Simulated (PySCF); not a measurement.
Another site gives an ion 65444.00 eV lower (`O[SiH2]Br`) at the level CAM-B3LYP-D3(BJ)/def2-TZVPD (PySCF).

Excitations are Tamm–Dancoff values on a coarser integration grid.

Cartesian coordinates (Å):
SMILES: C(N)(=O)[SiH2]O
```xyz
10

N      1.6833     0.0825    -0.1886
C      0.6386    -0.7311    -0.4566
O      0.7546    -1.8075    -1.0162
Si    -1.1020    -0.1699     0.0637
O     -0.8845     1.3014     0.7814
H      2.6131    -0.1996    -0.4576
H      1.5413     0.9626     0.2764
H     -1.6662    -1.1619     0.9998
H     -1.9551    -0.0764    -1.1372
H     -1.6230     1.7999     1.1348
```
Charge 0, spin multiplicity 1.

Task: What is the computed total energy, S1–T1 gap (TDA) and LUMO (CAM-B3LYP-D3(BJ)/def2-TZVPD (PySCF))?

Result: 
| Quantity | Value |
|---|---|
| total energy | -535.9042 Ha |
| S1–T1 gap (TDA) | 0.67 eV |
| LUMO | 0.12 eV |
